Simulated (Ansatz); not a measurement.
Reaction (ligand exchange at a Ge–I bond): `[Cl][Ge]([Cl])([Cl])[I]` + `CC(C)N` → `CC(C)[NH][Ge]([Cl])([Cl])[Cl]` + HI

Program: Ansatz. Geometries: PBE0-D4/def2-TZVP. ΔE: electronic, gas phase. CCSD(T)/CBS is the MP2 limit (def2-TZVPP, def2-QZVPP) plus CCSD(T) − MP2 in def2-TZVPP, frozen cores. DFT in def2-TZVPP. def2 core potentials past Kr. For Ge, I outer-core shells are correlated without core-valence functions, which leaves a few kJ/mol of doubt a bond. Scalar relativity is left out up to krypton. One conformer a species, not always the lowest.

`[Cl][Ge]([Cl])([Cl])[I]`:

Z-matrix (Å, degrees):
```
Ge
Cl 1 2.124
Cl 1 2.124 2 108.3
I 1 2.477 2 110.6 3 121.3
Cl 1 2.124 2 108.3 3 -117.3
```

`CC(C)N`:

Cartesian coordinates in Å:
```
C -0.994 0.540 -0.805
C -0.153 -0.293 0.144
C 1.275 -0.424 -0.350
N -0.142 0.352 1.452
H -2.023 0.630 -0.447
H -0.577 1.547 -0.891
H -1.025 0.088 -1.799
H -0.591 -1.305 0.183
H 1.307 -0.903 -1.331
H 1.877 -1.027 0.336
H 1.738 0.564 -0.426
H -1.083 0.429 1.819
H 0.392 -0.198 2.115
```

`CC(C)[NH][Ge]([Cl])([Cl])[Cl]`:

```xyz
16

C     0.959    0.671   -1.589
C    -0.034    0.090   -0.596
C    -0.338   -1.371   -0.893
N     0.470    0.295    0.761
Ge   -0.612    0.566    2.163
Cl   -1.789    2.300    1.797
Cl   -2.010   -1.001    2.605
Cl    0.611    0.830    3.881
H     0.588    0.571   -2.611
H     1.139    1.726   -1.381
H     1.915    0.142   -1.527
H    -0.965    0.664   -0.673
H    -1.067   -1.775   -0.188
H     0.574   -1.971   -0.821
H    -0.735   -1.489   -1.904
H     1.296   -0.248    0.975
```

HI:

Z-matrix (Å, degrees):
```
I
H 1 1.610
```

```
             level  ΔE (kJ/mol)  difference from CCSD(T)/CBS
           BLYP-D4         49.7                          3.6
            B97M-V         46.0                         -0.1
        r2SCAN0-D4         50.1                          4.0
      CAM-B3LYP-D4         41.5                         -4.6
           ωB97X-V         43.1                         -3.0
            revPBE         63.7                         17.6
    MP2/def2-TZVPP         43.6                         -2.5
CCSD(T)/def2-TZVPP         36.6                         -9.5
     HF/def2-QZVPP         50.6                          4.5
    CCSD/CBS(def2)         47.1                          1.0
       CCSD(T)/CBS         46.1                            0
```

Largest T1 diagnostic among the species: 0.010.

At CCSD(T), def2-SVP lies −19.8 kJ/mol from the extrapolated value and def2-TZVPP −9.5 kJ/mol. In def2-TZVPP, CCSD(T) changes the Hartree–Fock value by −13.3 kJ/mol (the triples alone add −1.0 kJ/mol) and MP2 by −6.2 kJ/mol.
